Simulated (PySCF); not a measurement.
A PySCF script (with the pyscf-properties extension) for the NMR shieldings of SMILES C(C=C)BC1CC1, C6H11B, on a GFN2-xTB geometry:

```python
import basis_set_exchange as bse
import numpy as np
from pyscf import gto, dft
from pyscf.prop import nmr

atoms = """
C     2.740232   -0.888079    0.570258
C     2.136763   -0.658082   -0.581747
C     1.354037    0.581858   -0.899106
B    -0.176238    0.164888   -0.882491
C    -1.078892    0.541886    0.307074
C    -2.567727    0.781301    0.101914
C    -2.128623   -0.447583    0.797256
H     3.282857   -1.799063    0.758800
H     2.725027   -0.167883    1.371980
H     2.163170   -1.403686   -1.365930
H     1.661529    0.934240   -1.886194
H     1.595532    1.355804   -0.169796
H    -0.607061   -0.484066   -1.759680
H    -0.650746    1.144031    1.102509
H    -3.024427    1.572536    0.677600
H    -2.953836    0.693037   -0.901911
H    -2.272251   -0.525437    1.864382
H    -2.208105   -1.389384    0.276760
"""
names = dict.fromkeys(["C", "B", "H"], "pcSseg-1")
basis = {el: gto.basis.parse(bse.get_basis(n, elements=[el], fmt="nwchem")) for el, n in names.items()}
mol = gto.M(atom=atoms, basis=basis, charge=0, verbose=0)
mf = dft.RKS(mol, xc="PBE0")
mf.grids.level = 2
mf.grids.alignment = dft.numint.BLKSIZE   # the property module wants whole blocks of grid points
mf.conv_tol = 1e-9
mf.kernel()

calc = nmr.RKS(mf)   # GIAO
C = mf.mo_coeff
Co = C[:, mf.mo_occ > 0]
resp = mf.gen_response(singlet=True, hermi=2)
def vind(x):   # induced exchange potential for any number of trial vectors
    d = np.einsum("pi,xij,qj->xpq", C, 2 * x.reshape(-1, C.shape[1], Co.shape[1]), Co, optimize=True)
    return np.einsum("xpq,pi,qj->xij", resp(d - d.transpose(0, 2, 1)), C, Co, optimize=True).ravel()
mo1, _ = nmr.rhf.solve_mo1(calc, with_cphf=vind)
sigma = calc.kernel(mo1)
for i, s in enumerate(sigma):   # ppm
    w = np.linalg.eigvalsh((s + s.T) / 2)
    print("%2d %-2s iso %8.1f  s11 %8.1f  s22 %8.1f  s33 %8.1f" % (i, mol.atom_pure_symbol(i), w.mean(), *w))
```

Q: What does it print?

A: 
```
 0 C  iso     64.1  s11    -48.9  s22     84.9  s33    156.4
 1 C  iso     48.9  s11    -69.6  s22     53.8  s33    162.4
 2 C  iso    145.0  s11    115.0  s22    149.8  s33    170.4
 3 B  iso     21.5  s11    -51.8  s22      3.6  s33    112.9
 4 C  iso    170.1  s11    119.6  s22    171.1  s33    219.5
 5 C  iso    175.8  s11    149.6  s22    177.4  s33    200.4
 6 C  iso    175.0  s11    147.9  s22    177.9  s33    199.1
 7 H  iso     26.4  s11     23.4  s22     25.6  s33     30.4
 8 H  iso     26.2  s11     22.8  s22     25.9  s33     30.0
 9 H  iso     25.7  s11     23.7  s22     25.5  s33     27.7
10 H  iso     29.1  s11     26.0  s22     27.3  s33     33.9
11 H  iso     29.0  s11     26.9  s22     29.0  s33     31.0
12 H  iso     25.4  s11     19.3  s22     27.3  s33     29.4
13 H  iso     30.9  s11     24.5  s22     29.3  s33     39.0
14 H  iso     30.7  s11     25.0  s22     26.8  s33     40.2
15 H  iso     30.8  s11     25.0  s22     27.4  s33     40.1
16 H  iso     30.7  s11     25.3  s22     26.7  s33     40.0
17 H  iso     30.9  s11     25.5  s22     27.3  s33     39.9
```

These numbers come from an equivalent density-fitted implementation of the same equations, which agrees with the script to about 0.01 ppm for H and up to a few tenths of a ppm for heavy atoms, so last digits may differ.

Size and cost of the density-fitted run: 174 basis functions, 42 s wall time on 1 thread of an Arm Neoverse N1, shared host; peak memory 0.86 GiB.
